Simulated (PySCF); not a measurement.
Atom-mapped SMILES (the numbers label the heavy atoms): `[F:1][C:2]([F:3])([F:4])[GeH3:5]`; H(Xn) means a hydrogen on atom n.

Geometry: PBE0-D3(BJ)/def2-SVP; GIAO shifts from PySCF 2.14, gas phase, non-relativistic, averaged over equivalent atoms.

At PBE0/pcSseg-1 (124 basis functions, 15 s wall time on 1 thread of an x86-64 server CPU, shared host):
```csv
atoms,δ (ppm)
F1/F3/F4,-61.5
C2,135.8
Ge5,-232.1
H(Ge5),4.17
```

Referencing at the same level of theory: ¹⁹F (σref 177.25) vs CFCl3; ¹³C (σref 184.41), ¹H (σref 31.27) vs TMS; ⁷³Ge (σref 1330.28) vs GeMe4.

Estimate the result of repeating the calculation with PBE/pcSseg-2.

Answers


```tsv
atoms	δ at PBE/pcSseg-2	change
F1/F3/F4	-72.3	-10.8
C2	146.6	+10.8
Ge5	-254.7	-22.6
H(Ge5)	4.22	+0.05
```

Shifts are taken against calculated references (same method and geometry level): CFCl3 for ¹⁹F (142.93 ppm); TMS for ¹³C (179.39 ppm), ¹H (31.18 ppm); GeMe4 for ⁷³Ge (1269.89 ppm).

The largest change is at Ge5 (germanium bonded to C, 3 H). Cost: 249 basis functions, 61 s wall time on 1 thread of an x86-64 server CPU, shared host.

Relativistic effects, spin–orbit coupling among them, are left out; they matter for Ge and for the light atoms bonded to it. Unscaled 19F shifts against computed CFCl3 carry errors that often reach 10 to 50 ppm.
